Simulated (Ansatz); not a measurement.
Isolated molecules relaxed with PBE0-D4/def2-TZVP in Ansatz; ΔE leaves out vibrations. CCSD(T)/CBS adds triple-zeta CCSD(T) − MP2 to the extrapolated MP2 energy (def2 sets, frozen cores). This one scheme is used for every species. DFT in def2-TZVPP. B3LYP here is the variant with VWN-RPA as its local correlation; programs differ in this. For Ge outer-core shells are correlated without core-valence functions, which leaves a few kJ/mol of doubt a bond. Scalar relativity is left out up to krypton. One conformer a species, not always the lowest.

Consider the hydrogenolysis of a Ge–S bond: `C#[C][GeH]([NH2])[SH]` + H₂ → `C#[C][GeH2][NH2]` + H₂S.

Is it downhill or uphill in electronic energy at CCSD(T)/CBS, and by how much? (Estimate.)

Computed: Uphill: ΔE = +0.34 eV.

What do these levels give: PBE-D4, r2SCAN-D4, ωB97X-V, ωB97M-V, B2PLYP, r2SCAN, PBE0, B3LYP, HF/def2-TZVPP, CCSD/def2-TZVPP, MP2/def2-QZVPP, CCSD/CBS(def2)? (An estimate is asked.)

Computed: PBE-D4 0.38, r2SCAN-D4 0.38, ωB97X-V 0.30, ωB97M-V 0.32, B2PLYP 0.29, r2SCAN 0.36, PBE0 0.28, B3LYP 0.22, HF/def2-TZVPP 0.12, CCSD/def2-TZVPP 0.26, MP2/def2-QZVPP 0.43, CCSD/CBS(def2) 0.28 eV.

Largest T1 diagnostic among the species: 0.012.

The D4 term adds +0.12 eV with B3LYP and +0.07 eV with PBE0; it sums over pairs of atoms, weighted by their polarisabilities, and B3LYP, whose exchange is more repulsive, gets the larger term. In def2-TZVPP, CCSD(T) changes the Hartree–Fock value by +0.19 eV (the triples alone add +0.06 eV) and MP2 by +0.29 eV.
